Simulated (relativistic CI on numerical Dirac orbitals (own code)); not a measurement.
Calculated levels, Gd XXV

Calculated at this level of theory: Dirac-Coulomb-Breit CI, orbitals from a KLI potential per configuration, QED by a radiative potential, unscaled Slater integrals (own radial code, finite nucleus).

Configuration list (outside the closed core [Ar] 3d10): 4s2 4p6 4d4, 4s2 4p5 4d5, 4s2 4p6 4d3 4f, 4s 4p6 4d5, 4s2 4p5 4d4 4f, 4s 4p6 4d4 4f, 4s2 4p6 4d3 5s, 4s2 4p6 4d3 5p, 4s2 4p6 4d2 4f 5s, 4s2 4p6 4d3 5d, 4s2 4p5 4d4 5s, 4s2 4p6 4d2 5s 5p, 4s2 4p6 4d3 5f, 4s2 4p6 4d3 6s, 4p6 4d5 4f, 4s 4p6 4d3 4f 5s, 4s2 4p6 4d3 6p, 4s2 4p6 4d3 6f, 4s2 4p6 4d3 7p, 4p6 4d6, 4p5 4d7, 4p5 4d6 4f, 4s2 4p6 4d2 5s2, 4s2 4p6 4d 4f 5s2, 4s2 4p5 4d2 4f 5s2, 4s 4p6 4d2 4f 5s2. Double excitations out of closed p, d and f shells are left out; levels of such configurations are missing from the list, as are those of other unlisted configurations, and high levels can miss mixing partners. These lack a partner that the ground configuration has and come out too high: 4s2 4p5 4d4 5s.

The lowest level is 4s2 4p6 4d4 3P_0, with 47 % of that term; Hund's rules for 4s2 4p6 4d4 give 5D with J = 0, of which the calculation keeps J, while another term leads.

```tsv
No.	Configuration	Term	J	E (cm⁻¹)	%	Landé g	jj configuration (%)
1	4s2 4p6 4d4	3P	0	0	47		4d3/2^4 (89)
2	4s2 4p6 4d4	5D	1	37240	74	1.497	4d3/2^3 4d5/2 (91)
3	4s2 4p6 4d4	5D	2	59997	77	1.408	4d3/2^3 4d5/2 (56)
4	4s2 4p6 4d4	3F	4	70119	30	1.162	4d3/2^3 4d5/2 (87)
5	4s2 4p6 4d4	5D	3	71959	59	1.332	4d3/2^3 4d5/2 (59)
6	4s2 4p6 4d4	5D	0	104889	51		4d3/2^2 4d5/2^2 (87)
7	4s2 4p6 4d4	3H	4	107709	42	1.138	4d3/2^2 4d5/2^2 (83)
8	4s2 4p6 4d4	3G	3	116888	56	0.988	4d3/2^2 4d5/2^2 (64)
9	4s2 4p6 4d4	3F	2	119685	43	0.983	4d3/2^2 4d5/2^2 (64)
10	4s2 4p6 4d4	3H	5	125616	71	1.078	4d3/2^2 4d5/2^2 (98)
11	4s2 4p6 4d4	3H	6	133438	58	1.095	4d3/2^2 4d5/2^2 (95)
12	4s2 4p6 4d4	3P	1	134120	58	1.232	4d3/2^2 4d5/2^2 (83)
13	4s2 4p6 4d4	3G	4	145291	63	1.028	4d3/2^2 4d5/2^2 (92)
14	4s2 4p6 4d4	3F	3	149913	40	1.157	4d3/2^2 4d5/2^2 (82)
15	4s2 4p6 4d4	3D	2	150061	41	1.132	4d3/2^2 4d5/2^2 (88)
16	4s2 4p6 4d4	3F	4	168552	41	1.199	4d3/2 4d5/2^3 (64)
17	4s2 4p6 4d4	3F	3	182512	48	1.116	4d3/2 4d5/2^3 (87)
18	4s2 4p6 4d4	1D	2	183581	33	1.057	4d3/2^2 4d5/2^2 (68)
19	4s2 4p6 4d4	3G	5	192174	71	1.151	4d3/2 4d5/2^3 (98)
20	4s2 4p6 4d4	1I	6	195664	58	1.067	4d3/2 4d5/2^3 (95)
21	4s2 4p6 4d4	3D	1	196175	69	0.795	4d3/2 4d5/2^3 (87)
22	4s2 4p6 4d4	3F	4	202062	48	1.110	4d3/2^2 4d5/2^2 (72)
23	4s2 4p6 4d4	3P	2	211478	63	1.347	4d3/2^2 4d5/2^2 (54)
24	4s2 4p6 4d4	1S	0	218798	59		4d3/2 4d5/2^3 (83)
25	4s2 4p6 4d4	1F	3	223691	48	1.077	4d3/2 4d5/2^3 (90)
26	4s2 4p6 4d4	3F	2	227741	58	0.975	4d3/2 4d5/2^3 (49)
27	4s2 4p6 4d4	3F	3	259315	72	1.066	4d3/2 4d5/2^3 (97)
28	4s2 4p6 4d4	3P	1	261826	94	1.468	4d3/2 4d5/2^3 (94)
29	4s2 4p6 4d4	1G	4	263219	67	1.053	4d5/2^4 (43)
30	4s2 4p6 4d4	1D	2	266961	50	1.077	4d5/2^4 (42)
31	4s2 4p6 4d4	3P	0	268172	62		4d3/2^2 4d5/2^2 (61)
32	4s2 4p6 4d4	3F	4	274200	50	1.143	4d3/2 4d5/2^3 (49)
33	4s2 4p6 4d4	1D	2	317502	73	1.003	4d5/2^4 (42)
34	4s2 4p6 4d4	1S	0	392308	79		4d5/2^4 (61)
35	4s2 4p5 4d5	7P°	4	1002369	65	1.640	4p3/2^3 4d3/2^3 4d5/2^2 (39)
36	4s2 4p5 4d5	5P°	2	1044324	28	1.519	4p3/2^3 4d5/2 (77)
37	4s2 4p5 4d5	7P°	3	1048490	46	1.722	4p3/2^3 4d3/2^3 4d5/2^2 (43)
38	4s2 4p5 4d5	7P°	4	1063611	21	1.337	4p3/2^3 4d5/2 (46)
39	4s2 4p5 4d5	5F°	5	1084099	37	1.283	4p3/2^3 4d3/2^3 4d5/2^2 (85)
40	4s2 4p5 4d5	5G°	3	1085622	29	1.105	4p3/2^3 4d3/2^3 4d5/2^2 (55)
41	4s2 4p5 4d5	5G°	6	1085831	57	1.260	4p3/2^3 4d3/2^3 4d5/2^2 (75)
42	4s2 4p5 4d5	5P°	1	1086309	68	2.115	4p3/2^3 4d3/2^3 4d5/2^2 (74)
43	4s2 4p5 4d5	3F°	2	1089297	24	1.019	4p3/2^3 4d3/2^3 4d5/2^2 (78)
44	4s2 4p5 4d5	5D°	3	1092136	39	1.361	4p3/2^3 4d3/2^3 4d5/2^2 (78)
45	4s2 4p5 4d5	5F°	1	1093066	34	0.449	4p3/2^3 4d5/2 (46)
```

Energies count from the lowest computed level; ° marks odd parity. Filled j subshells are mostly left out of the jj labels.

The mean weight of the leading LS term, summed over parents, in these 45 levels is 53 %, and that of the leading jj configuration (from the same eigenvectors) 72 %, so jj coupling describes them better and the LS labels are nominal.

At this charge energies of transitions that change n are usually good to better than 1 %, and those within a shell (Δn = 0) to a few per cent. Terms inside the open d or f shell come out 10 to 20 % too wide with unscaled integrals.

LS names give the leading component of a level, which can be under half, so a name can repeat, a term be missing and a line seem to break the LS rules.
